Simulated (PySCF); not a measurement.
Removing the step error of a finite difference

System: C$_{3}$H$_{7}$BCl$_{2}$ (SMILES CCCB(Cl)Cl), singlet, geometry from GFN2-xTB. Level: PBE0/6-31G, polarisability run with PySCF. Sums are taken with unrounded values, so a last digit can differ.

Second differences of the energy in a field along z gave a polarisability along z of 69.093 bohr³ at step 0.005 and 69.399 bohr³ at step 0.02 (atomic units).

Problem. Extrapolate to zero step.

Solution. The leading error of a symmetric difference goes as h², so A(h) = A0 + c h². Then c = (69.399 - (69.093))/(0.02² - 0.005²) = 816 (atomic units) and A0 = 69.093 - c × 0.005² = 69.073 bohr³. The analytic value from the same program and level is 69.073 bohr³: the smaller step missed it by 0.020, the extrapolation by -0.001.
